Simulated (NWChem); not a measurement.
The numbers come from NWChem runs, not from measurements. System: HIOPb, charge 0, spin multiplicity 1, at a geometry optimised with PBE0/def2-SVP with def2 effective core potentials on I, Pb. The structure started from a generated list of species. Level: G0W0@PBE0/def2-SVP with def2 effective core potentials on I, Pb, RI basis def2-svp-rifit, no spin-orbit coupling.

Input file:

```
start mol
memory heap 200 mb stack 700 mb global 1700 mb
geometry units angstroms nocenter noautoz
  Pb     0.596072     0.840207     0.000000
  I     -1.325296    -1.237482     0.000000
  O      2.281381    -0.422740     0.000000
  H      3.111719     0.071468     0.000000
  symmetry group Cs
end
basis spherical
  * library def2-svp
end
ecp
  I library def2-ecp
  Pb library def2-ecp
end
basis "ri basis" bse spherical
  * library def2-svp-rifit
end
dft
  xc pbe0
  iterations 100
  direct
  tolerances tight
end
task dft energy
gw
  states alpha occ 4 vir 2
end
task dft gw
```

Part of the output:

```
             Northwest Computational Chemistry Package (NWChem) 7.3.0
             --------------------------------------------------------

                                NWChem Input Module
                                -------------------

 Scaling coordinates for geometry "geometry" by  1.889725989
 (inverse scale =  0.529177249)

 Turning off AUTOSYM since
 SYMMETRY directive was detected!

                             Geometry "geometry" -> ""
                             -------------------------

 Output coordinates in angstroms (scale by  1.889725989 to convert to a.u.)

  No.       Tag          Charge          X              Y              Z
 ---- ---------------- ---------- -------------- -------------- --------------
    1 Pb                  82.0000     0.59607200     0.84020700     0.00000000
    2 I                   53.0000    -1.32529600    -1.23748200     0.00000000
    3 O                    8.0000     2.28138100    -0.42274000     0.00000000
    4 H                    1.0000     3.11171900     0.07146800     0.00000000

 Effective nuclear repulsion energy (a.u.)    1065.1282227382

            Nuclear Dipole moment (a.u.)
            ----------------------------
        X                 Y               Z
 ---------------- ---------------- ----------------
    -0.0000321253    -0.0000453534     0.0000000000

      Symmetry information
      --------------------

 Group name             Cs
 Group number              2
 Group order               2
 No. of unique centers     4

      Symmetry unique atoms

     1    2    3    4


 Summary of "ao basis" -> "" (spherical)
 ------------------------------------------------------------------------------
       Tag                 Description            Shells   Functions and Types
 ---------------- ------------------------------  ------  ---------------------
 *                          def2-svp                  on all atoms

 Summary of "ri basis" -> "" (spherical)
 ------------------------------------------------------------------------------
       Tag                 Description            Shells   Functions and Types
[...]
     ---------------------------------

     L   x y z        total         alpha         beta         nuclear
     -   - - -        -----         -----         ----         -------
     0   0 0 0     -0.000000    -28.000000    -28.000000     56.000000

     1   1 0 0      0.762662     -0.888519     -0.888519      2.539699
     1   0 1 0      1.870227     15.828940     15.828940    -29.787652
     1   0 0 1      0.000000      0.000000      0.000000      0.000000

     2   2 0 0    -44.254148   -206.121282   -206.121282    367.988417
     2   1 1 0      3.192721    -77.905912    -77.905912    159.004545
     2   1 0 1     -0.000000     -0.000000     -0.000000      0.000000
     2   0 2 0    -44.688023   -120.994083   -120.994083    197.300142
     2   0 1 1      0.000000      0.000000      0.000000      0.000000
     2   0 0 2    -43.153621    -21.576810    -21.576810      0.000000

 Task  times  cpu:        4.0s     wall:        4.0s

                                NWChem Input Module
                                -------------------

                                 NWChem GW Module
                                 ----------------

                             ***********************
                             ***        GW       ***
                             ***********************

 Summary of "ri basis" -> "ri basis" (spherical)
 ------------------------------------------------------------------------------
       Tag                 Description            Shells   Functions and Types
 ---------------- ------------------------------  ------  ---------------------
 Pb                      def2-svp-rifit             31      121   9s8p7d5f2g
 I                       def2-svp-rifit             30      114   9s8p7d4f2g
 O                       def2-svp-rifit             16       48   6s5p4d1f
 H                       def2-svp-rifit              6       14   3s2p1d

                 Memory Information
                 ------------------
          Available GA per process is          1700.0 MBs
          Available stack per process is        700.0 MBs
          Available heap per process is           0.0 MBs

          Peak memory in Initialization
              Peak GA per process is                  5.4 MBs
              Peak stack per process is               0.0 MBs
              Peak heap per process is                5.8 MBs
              Memory not in MA per process            0.0 MBs

          Peak memory in AFF Calculation
              Peak GA per process is                 18.5 MBs
              Peak stack per process is              11.1 MBs
              Peak heap per process is                0.0 MBs
              Memory not in MA per process           11.1 MBs

          Computing 2-center integrals
          Computing Inverse Cholesky factor
          Computing 3-center integrals
          Computing V_xc ...

          Computing Sigma_x
          Computing RPA polarizability
          Solving quasiparticle equations

                  Alpha Orbitals
          State     Energy (eV)     Error (eV)
          -----------------------------------
@GW        25         -9.458           0.003
@GW        26         -8.682           0.003
@GW        27         -8.423           0.003
@GW        28         -8.282           0.003
@GW        29         -0.407           0.005
@GW        30          1.275           0.005

   Applying  -1.3014 eV scissor-shift to rest of particle states

   Applying   2.2367 eV scissor-shift to rest of hole states

     GW Timing Statistics
   ------------------------
   Init.   :          0.1s
     ERIs  :          0.2s
     Distr.:          0.0s
     Vxc   :          0.5s
   Sigma_x :          0.0s
   RPA     :          0.3s
   Wmn     :          0.0s
   Sigma_c :          0.0s
   GW total:          1.1s

 Task  times  cpu:        1.1s     wall:        1.1s

 Total times  cpu:        5.1s     wall:        5.1s
```
